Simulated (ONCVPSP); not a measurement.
# Which change was made? (Tb, ONCV)

```
Element                 : Tb (Z = 65)
Generator               : ONCVPSP 4.0.1
Type                    : optimised norm-conserving Vanderbilt (ONCV)
Functional              : PBEsol
Relativity              : non-relativistic
Frozen core             : [Kr] 4d10
Valence charge          : 19
Reference configuration : 4f9 5s2 5p6 6s2
Partial waves           : 5s+6s: rc 2.60 bohr, ncon 4, nbas 8, qcut 5.8 1/bohr, 2 projectors; 5p: rc 2.40 bohr, ncon 4, nbas 8, qcut 6.1 1/bohr, 3 projectors, debl 1.3 Ha; d scattering state at 0.02 Ha: rc 2.05 bohr, ncon 4, nbas 8, qcut 4.4 1/bohr, 3 projectors, debl 3.6 Ha; 4f: rc 1.35 bohr, ncon 4, nbas 8, qcut 15 1/bohr, 2 projectors, debl 1.9 Ha
Local potential         : polynomial inside 1.20 bohr (lpopt 5, dvloc0 3 Ha)
Core correction         : Teter function, fcfact 2.75, rcfact 1.2
```

In the d channel the program set the typed energies aside and used 0.050, 3.650, 7.250 Ha.

Cutoffs, loose and tight: the cutoffs (Ha) at which the residual kinetic energy of the hardest occupied pseudo-wave falls to 1 and 0.1 mHa per electron. They do not see the model core or the augmentation charge, which bear on the density cutoff. Test errors are all-electron minus pseudo excitation energies from the reference, over the configurations 4f9 5s2 5p6 6s1; 4f9 5s2 5p6 6s0; 4f8 5s2 5p6 6s0; 4f9 5s2 5p6 6s0 6p2; variants that change the core or the reference have their own tests.

The base gives: outcome: generated, projector energies reset by the program; cutoff, loose: 83 Ha; cutoff, tight: 92 Ha; bound ghosts: none; GHOST(+) flags above zero: s, p; largest test error (meV): tests left out (the all-electron energies of this program are off by 10 to 40 meV for near-neutral 4f atoms).

Problem. After one change the result is: outcome: generated, projector energies reset by the program; cutoff, loose: 136 Ha; cutoff, tight: 164 Ha; bound ghosts: none; GHOST(+) flags above zero: s, p; largest test error (meV): tests left out (the all-electron energies of this program are off by 10 to 40 meV for near-neutral 4f atoms). Which change was it?
A. f: qcut 10
B. local potential polynomial inside 1.20 bohr (lpopt 5, dvloc0 0 Ha)
C. scalar-relativistic
D. all radii but the core radius scaled by about 1.12 (s 2.92, p 2.68, d 2.30, f 1.52 bohr); local potential polynomial inside 1.34 bohr (lpopt 5, dvloc0 3 Ha)

Solution. A. The others give: all radii but the core radius scaled by about 1.12 (s 2.92, p 2.68, d 2.30, f 1.52 bohr); local potential polynomial inside 1.34 bohr (lpopt 5, dvloc0 3 Ha) → outcome: failed: ERROR pspot: first pseudo wave function has node, program will stop | local potential polynomial inside 1.20 bohr (lpopt 5, dvloc0 0 Ha) → outcome: generated, projector energies reset by the program; cutoff, loose: 83 Ha; cutoff, tight: 92 Ha; bound ghosts: s; GHOST(+) flags above zero: p; largest test error (meV): tests left out (the all-electron energies of this program are off by 10 to 40 meV for near-neutral 4f atoms) | scalar-relativistic → outcome: failed: sratom123: lschfb convergence ERROR n,l,iter= 4 3 4.
